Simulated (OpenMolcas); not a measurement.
# How basis sets differ on CH7NOSi (SMILES OCN[SiH3])

The species is CH7NOSi (11 atoms), meant as a singlet with charge 0. As SMILES, `OCN[SiH3]`. The shape is that of a PBE0-D4/def2-TZVP optimisation. This is one conformer, not always the lowest.

| atom | x (Å) | y (Å) | z (Å) |
| --- | --- | --- | --- |
| O | -1.2080 | 1.8085 | -0.6684 |
| C | -0.0098 | 1.1978 | -0.2606 |
| N | 0.0215 | -0.2043 | -0.5522 |
| Si | 0.4725 | -1.4259 | 0.5712 |
| H | -1.9307 | 1.2911 | -0.2993 |
| H | 0.7769 | 1.7531 | -0.7813 |
| H | 0.1508 | 1.3206 | 0.8204 |
| H | 0.0332 | -0.4105 | -1.5397 |
| H | -0.2127 | -1.1405 | 1.8601 |
| H | 1.9344 | -1.5155 | 0.8581 |
| H | 0.0371 | -2.7316 | 0.0127 |

Quantity: the dipole moment, in D. The values are calculated.

| level | kind | program | value (D) | CPU time |
| --- | --- | --- | --- | --- |
| HF/ANO-R0 (sfX2C) | Hartree–Fock | OpenMolcas | 1.29 | 8.3 s |
| HF/ANO-RCC-MB (DKH2) | Hartree–Fock | OpenMolcas | 1.63 | 3 s |
| HF/STO-3G | Hartree–Fock | OpenMolcas | 1.54 | 3.5 s |
| HF/3-21G | Hartree–Fock | OpenMolcas | 1.36 | 4 s |
| HF/ANO-S-VDZ | Hartree–Fock | OpenMolcas | 2.01 | 1.9 s |
| HF/cc-pVDZ | Hartree–Fock | OpenMolcas | 0.95 | 16 s |

The values span 0.95 to 2.01 D. Magnitudes only. Sets without polarisation functions give poor dipoles. Times are those of the runs behind each value, whatever else they computed, on shared processors of several kinds: orders of magnitude only.
